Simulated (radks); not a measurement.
Results of a calculation; reference values are marked as such.
The palladium ion Pd3+, configuration [Ar] 3d10 4s2 4d(up 4, down 4) 4p(up 3, down 2) (spins set by hand, not the high-spin state).

Code: a radial shooting solver on a logarithmic mesh with Libxc functionals. Model: scalar-relativistic Kohn-Sham, SCAN, spin-polarised, spherical densities, finite nucleus; meta-GGA in the generalised Kohn-Sham scheme; Fermi nuclear charge, rms radius 4.5318 fm.

Energy parts (hartree):
total: -5042.60460
kinetic: 5230.64746
electron-nucleus: -12117.34111
Hartree: 1987.32639
exchange-correlation: -143.23734

Orbitals (lengths in bohr, moments of r in powers of bohr):
| orbital | occ. | eigenvalue (hartree) | <1/r> | <r^2> |
|---|---|---|---|---|
| 1s up | 1 | -891.5395 | 48.23 | 0.001372 |
| 1s down | 1 | -891.5294 | 48.23 | 0.001372 |
| 2s up | 1 | -132.1192 | 10.96 | 0.02254 |
| 2s down | 1 | -132.1136 | 10.96 | 0.02253 |
| 2p up | 3 | -118.5009 | 10.58 | 0.01777 |
| 2p down | 3 | -118.4909 | 10.58 | 0.01777 |
| 3s up | 1 | -25.38590 | 3.841 | 0.1637 |
| 3s down | 1 | -25.37832 | 3.839 | 0.1637 |
| 3p up | 3 | -20.86649 | 3.652 | 0.1660 |
| 3p down | 3 | -20.85623 | 3.652 | 0.1659 |
| 3d up | 5 | -13.72177 | 3.419 | 0.1525 |
| 3d down | 5 | -13.70923 | 3.419 | 0.1523 |
| 4s up | 1 | -4.82329 | 1.463 | 0.9924 |
| 4s down | 1 | -4.75258 | 1.461 | 0.9964 |
| 4p up | 3 | -3.50717 | 1.324 | 1.184 |
| 4p down | 2 | -3.44413 | 1.320 | 1.194 |
| 4d up | 4 | -1.59464 | 1.035 | 1.924 |
| 4d down | 4 | -1.55350 | 1.022 | 1.978 |

The highest occupied level is 4d down at -42.273 eV. The density falls to 0.001 e/bohr^3 at r = 3.12 bohr. The electron density at the nucleus is 1.359e+05 e/bohr^3 (large components only).
